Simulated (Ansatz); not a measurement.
hydrogen fluoride (hydrogen fluoride), singlet, geometry from GFN2-xTB. Base run: MP2/def2-TZVP (Ansatz, a quantum-chemistry and plane-wave program).

Input for Ansatz:
Ansatz 0.2 input:
```yaml
crystal:
  periodic: [false, false, false]
  atoms:
    - {symbol: F, position_ang: [-0.00000000, -0.00000000, -0.09325170]}
    - {symbol: H, position_ang: [0.00000000, 0.00000000, 0.83926531]}
basis:
  gaussian:
    orbitals: def2-TZVP
magnetization: {spin_polarized: false}
correlation: {method: mp2}
```

Each row names what was changed in the base input (with any setting that the change needs).

```json
[
 {"change": "base", "basis functions": "37", "E (Eh)": "-100.33023", "MP2 correlation (Eh)": "-0.26782"},
 {"change": "basis = 6-31G", "basis functions": "11", "E (Eh)": "-100.11178", "MP2 correlation (Eh)": "-0.12850"},
 {"change": "basis = 3-21G", "basis functions": "11", "E (Eh)": "-99.58135", "MP2 correlation (Eh)": "-0.12116"},
 {"change": "basis = pcseg-1", "basis functions": "19", "E (Eh)": "(withheld)", "MP2 correlation (Eh)": "(withheld)"},
 {"change": "basis = def2-SVP", "basis functions": "19", "E (Eh)": "-100.13177", "MP2 correlation (Eh)": "-0.20017"},
 {"change": "basis = 6-31G**", "basis functions": "20", "E (Eh)": "-100.19450", "MP2 correlation (Eh)": "-0.18404"},
 {"change": "basis = 6-311++G**", "basis functions": "(withheld)", "E (Eh)": "(withheld)", "MP2 correlation (Eh)": "(withheld)"},
 {"change": "basis = aug-cc-pVDZ", "basis functions": "32", "E (Eh)": "-100.25574", "MP2 correlation (Eh)": "-0.22317"},
 {"change": "basis = 6-311+G(2d,p)", "basis functions": "33", "E (Eh)": "-100.29939", "MP2 correlation (Eh)": "-0.24672"},
 {"change": "basis = cc-pVTZ", "basis functions": "(withheld)", "E (Eh)": "(withheld)", "MP2 correlation (Eh)": "(withheld)"},
 {"change": "basis = def2-TZVPD", "basis functions": "49", "E (Eh)": "-100.33536", "MP2 correlation (Eh)": "-0.27133"},
 {"change": "basis = cc-pVQZ", "basis functions": "(withheld)", "E (Eh)": "(withheld)", "MP2 correlation (Eh)": "(withheld)"},
 {"change": "basis = def2-QZVPP", "basis functions": "87", "E (Eh)": "-100.36669", "MP2 correlation (Eh)": "-0.29750"}
]
```

Question: Fill in the missing entries.

Answer: 
- basis = pcseg-1, E (Eh): -100.18739
- basis = pcseg-1, MP2 correlation (Eh): -0.19964
- basis = 6-311++G**, basis functions: 29
- basis = 6-311++G**, E (Eh): -100.27861
- basis = 6-311++G**, MP2 correlation (Eh): -0.22679
- basis = cc-pVTZ, basis functions: 44
- basis = cc-pVTZ, E (Eh): -100.32955
- basis = cc-pVTZ, MP2 correlation (Eh): -0.27252
- basis = cc-pVQZ, basis functions: 85
- basis = cc-pVQZ, E (Eh): -100.36495
- basis = cc-pVQZ, MP2 correlation (Eh): -0.29827

Totals compare only among sets that treat the same electrons; sets with core potentials leave the core out.
